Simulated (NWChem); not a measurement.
# SbCl3, triplet; SMILES of the neutral closed-shell parent [Cl][Sb]([Cl])[Cl]

```xyz
4

Sb     0.5484     0.3234     0.0000
Cl    -0.4001     2.5092     0.0000
Cl     0.3649    -2.6356     0.0000
Cl    -1.6100    -0.8437     0.0000
```
Atoms are numbered in this order, from 1.

Results from NWChem. Spin-unrestricted. Structure relaxed at the PBE0/def2-SVP, spin-unrestricted level. This spin state was assumed; another may lie lower. No stability test was run on the SCF state. def2 effective core potentials on Sb; no spin-orbit coupling. Level MN15/def2-SVP: energy and gradient on several grids; changes count from the extra-fine grid, which is no exact limit either.

Problem. Which is the coarsest grid (xfine; xcoarse; medium; fine; coarse) from which on the energy stays within 100 μHa and each gradient component within 200 μHa/bohr of xfine?

Solution. coarse.
```csv
grid,size of the energy change (μHa),largest change of a gradient component (μHa/bohr),"time, medium = 1 (rough)"
xcoarse,8000,100,about 1
coarse,20,70,about 1
medium,< 10,< 30,about 1
fine,< 10,< 30,about 1
xfine,< 10,< 30,2
```
